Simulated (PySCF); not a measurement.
C4H13PSi2.
Numbering: `[CH3:1][Si@@H:2]1[CH2:3][CH2:4][CH2:5][Si@@H:6]1[PH2:7]` (hydrogens: H8, H9, H10 on C1; H11 on Si2; H12, H13 on C3; H14, H15 on C4; H16, H17 on C5; H18 on Si6; H19, H20 on P7)

Cartesian coordinates in Å at the PBE0-D3(BJ)/def2-SVP level; atoms count from 1:
```
atom  x, y, z in Å
C1    -1.2768   -2.5007   -0.5724
Si2   -0.9336   -1.3224    0.8583
C3    -1.9339    0.2973    0.7138
C4    -1.1195    1.3293   -0.0811
C5     0.2860    1.5211    0.5064
Si6    1.1129   -0.1950    0.6305
P7     1.9252   -0.7191   -1.4242
H8    -0.6470   -3.4014   -0.5041
H9    -2.3309   -2.8197   -0.5730
H10   -1.0628   -2.0109   -1.5352
H11   -1.1804   -2.0144    2.1632
H12   -2.1182    0.6769    1.7345
H13   -2.9232    0.1260    0.2583
H14   -1.0263    0.9942   -1.1305
H15   -1.6537    2.2943   -0.1219
H16    0.2187    1.9425    1.5253
H17    0.8819    2.2298   -0.0910
H18    2.1373   -0.2721    1.7188
H19    2.4282   -1.9983   -1.0344
H20    3.1858   -0.0631   -1.2668
```

Computed, not measured: PySCF 2.14.0, density-fitted response routines, TDDFT CAM-B3LYP/def2-SVPD, vertical, gas phase, core orbitals frozen in the response.

Ground-to-excited transition dipoles (e·a0, same axes as the geometry; the sign carries no meaning), for the states with f of 0.002 or more among the lowest 8:

```json
{"state": "S1", "E (hartree)": "0.2262", "μx": "0.370", "μy": "-0.257", "μz": "-0.545"}
{"state": "S3", "E (hartree)": "0.2385", "μx": "-0.400", "μy": "0.211", "μz": "-0.181"}
{"state": "S4", "E (hartree)": "0.2402", "μx": "-0.269", "μy": "0.196", "μz": "0.254"}
{"state": "S5", "E (hartree)": "0.2531", "μx": "0.096", "μy": "-0.171", "μz": "-0.440"}
{"state": "S6", "E (hartree)": "0.2557", "μx": "-0.433", "μy": "-0.177", "μz": "0.836"}
{"state": "S7", "E (hartree)": "0.2618", "μx": "-0.047", "μy": "-0.383", "μz": "0.035"}
{"state": "S8", "E (hartree)": "0.2689", "μx": "0.706", "μy": "0.136", "μz": "-0.245"}
```

**Question.** Work out the oscillator strengths.

**Answer.** f = (2/3) ΔE |μ|² with ΔE in hartree (27.2114 eV).

```json
{"state": "S1", "|μ|² (au)": "0.500", "|μ| (D)": "1.80", "f": "0.075"}
{"state": "S3", "|μ|² (au)": "0.237", "|μ| (D)": "1.24", "f": "0.038"}
{"state": "S4", "|μ|² (au)": "0.175", "|μ| (D)": "1.06", "f": "0.028"}
{"state": "S5", "|μ|² (au)": "0.232", "|μ| (D)": "1.22", "f": "0.039"}
{"state": "S6", "|μ|² (au)": "0.917", "|μ| (D)": "2.43", "f": "0.156"}
{"state": "S7", "|μ|² (au)": "0.150", "|μ| (D)": "0.98", "f": "0.026"}
{"state": "S8", "|μ|² (au)": "0.577", "|μ| (D)": "1.93", "f": "0.103"}
```

**Question.** Which bond between heavy atoms lies closest to the direction of the S6 transition dipole?

**Answer.** Si6–P7, at 25° from it; next C3–C4 at 35°.

**Question.** What angle do the transition dipoles of S4 and S8 make?

**Answer.** |cos θ| = |μa·μb| / (|μa| |μb|) = 0.71, so θ ≈ 45° (taken between 0 and 90°, since the signs are arbitrary).

**Question.** What peak molar absorption coefficient would the strongest computed level give as a lone Gaussian band 0.4 eV wide at half height?

**Answer.** ε(max) = 2.175×10⁸ f / FWHM, with the width in cm⁻¹. S6: 2.175×10⁸ × 0.1564 / 3226 ≈ 11000 L mol⁻¹ cm⁻¹.

The vertical ionisation energy (ΔSCF) is 8.93 eV, 1.61 eV above S8.

The run took 12 min wall, 11 min CPU (grids of density and orbitals included) on an Intel Xeon at 2.50 GHz with one thread, shared host with 64 logical CPUs at a one-minute load of 63, and the process peaked at 1.3 GiB of memory.

One conformer stands for the species.

Without π bonds the low states may be Rydberg-like; a valence basis with one diffuse set may place them up to an eV too high.
